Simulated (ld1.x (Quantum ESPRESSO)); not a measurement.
## Transferability test, TM potential for B

ld1.x (Quantum ESPRESSO) 7.5 input, shortened:

```
&input
   title='B', zed=5., rel=0, dft='PBE', iswitch=3,
   config='[He] 2s2 2p1 3d-2'
 /
 &inputp
   pseudotype=2, tm=.true., lloc=-1, rcloc=2.20,
   nlcc=.false.
 /
3
2S  1  0   2.00   0.00  1.45  1.45  0.0
2P  2  1   1.00   0.00  2.30  2.30  0.0
3D  3  2  -2.00   0.05  2.10  2.10  0.0
 &test
   configts(1)='2s2 2p1'
 /
```

Energies are relative to the spin-unpolarised reference configuration 2s2 2p1; without spin polarisation the order of configurations can differ from experiment.

(1) Give the all-electron excitation energy and the error of the potential for: 2s2 2p0; 2s1 2p0; 2s2 2p0.5; 2s2 2p1.3; 2s1 2p2; 2s1 2p1; 2s0 2p3.

Levels in the configuration 2s1 2p0:

```json
{"level": "2s", "all-electron (eV)": "-31.466", "pseudo (eV)": "-31.299"}
```

## Answers

(1)

```json
{"valence configuration": "2s2 2p0", "charge": "+1", "ΔE all-electron (eV)": "8.222", "error AE − PS (meV)": "+37"}
{"valence configuration": "2s1 2p0", "charge": "+2", "ΔE all-electron (eV)": "33.637", "error AE − PS (meV)": "+137"}
{"valence configuration": "2s2 2p0.5", "charge": "+0.5", "ΔE all-electron (eV)": "2.888", "error AE − PS (meV)": "+4.5"}
{"valence configuration": "2s2 2p1.3", "charge": "-0.3", "ΔE all-electron (eV)": "-0.739", "error AE − PS (meV)": "+0.3"}
{"valence configuration": "2s1 2p2", "charge": "0", "ΔE all-electron (eV)": "5.844", "error AE − PS (meV)": "+0.6"}
{"valence configuration": "2s1 2p1", "charge": "+1", "ΔE all-electron (eV)": "14.355", "error AE − PS (meV)": "-18"}
{"valence configuration": "2s0 2p3", "charge": "0", "ΔE all-electron (eV)": "11.708", "error AE − PS (meV)": "-5.4"}
```
